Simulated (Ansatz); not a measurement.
Geometry optimisation, RKS PBE0/6-31G in Ansatz.

input.yaml

```yaml
crystal:
  periodic: [false, false, false]
  atoms:
    - { symbol: B, position_ang: [-0.7953, 0.8879, -1.01] }
    - { symbol: Si, position_ang: [0.3051, -0.4917, -0.3727] }
    - { symbol: C, position_ang: [0.4489, -0.4071, 1.4493] }
    - { symbol: O, position_ang: [-0.0171, 0.4707, 2.0959] }
    - { symbol: H, position_ang: [-1.0616, 1.0225, -2.1957] }
    - { symbol: H, position_ang: [-1.325, 1.716, -0.2652] }
    - { symbol: H, position_ang: [1.6633, -0.3519, -0.9849] }
    - { symbol: H, position_ang: [-0.2302, -1.7709, -0.7533] }
    - { symbol: H, position_ang: [1.1004, -1.1218, 2.0196] }
basis:
  gaussian: { orbitals: "6-31G" }
hamiltonian:
  xc: pbe0
relax:
  f_tol: 0.02
  max_steps: 40
scf:
  lower_state_search: "off"
output:
  orbitals: {}
```

Launched with:

```bash
$ ansatz run input.yaml --threads 1 --pin off --max-ram 2048MiB --backend cpu --events-out ev --progress --plain --runs-dir out
```

**Question.** Where does it end, and by what steps?

**Answer.** The run converged. The force dipped under the threshold on the way, but the program's further checks kept it going. Limits of this set-up: no polarisation functions. After 24 steps the energy has fallen by 0.570 eV; H9 moved furthest, 0.89 Å.

```
step  energy less start (eV)  largest force component (eV/Å)  accepted
   0                  0.0000                           3.748       yes
   1                 -0.2076                           2.531       yes
   2                 -0.4736                           0.933       yes
   3                 -0.5106                           0.886       yes
   4                 -0.5244                           0.524       yes
   5                 -0.5498                           0.428       yes
   6                 -0.5590                           0.175       yes
   7                 -0.5629                           0.231       yes
   8                 -0.5633                           0.239       yes
   9                 -0.5517                           1.088        no
  10                 -0.5667                           0.029       yes
  11                 -0.5660                           0.292        no
  12                 -0.5665                           0.147        no
  13                 -0.5672                           0.032       yes
  14                 -0.5672                           0.090       yes
  15                 -0.5686                           0.090       yes
  16                 -0.5688                           0.057       yes
  17                 -0.5693                           0.089       yes
  18                 -0.5697                           0.007       yes
  19                 -0.5698                           0.048       yes
  20                 -0.5698                           0.066        no
  21                 -0.5699                           0.038       yes
  22                 -0.5700                           0.005       yes
  23                 -0.5701                           0.025       yes
  24                 -0.5701                           0.014       yes
```

```xyz
9
Properties=species:S:1:pos:R:3
B -0.951 0.907 -1.094
Si 0.388 -0.439 -0.409
C 0.442 -0.460 1.545
O 0.667 0.560 2.201
H -1.596 0.703 -2.081
H -1.091 1.942 -0.513
H 1.764 0.018 -0.831
H 0.198 -1.853 -0.897
H 0.267 -1.426 2.061
```

Whether the end is a true minimum wasn't checked by a vibrational analysis.

Run time: 52 s on 1 thread of Arm Neoverse V1 (shared host), peak memory 0.14 GiB.
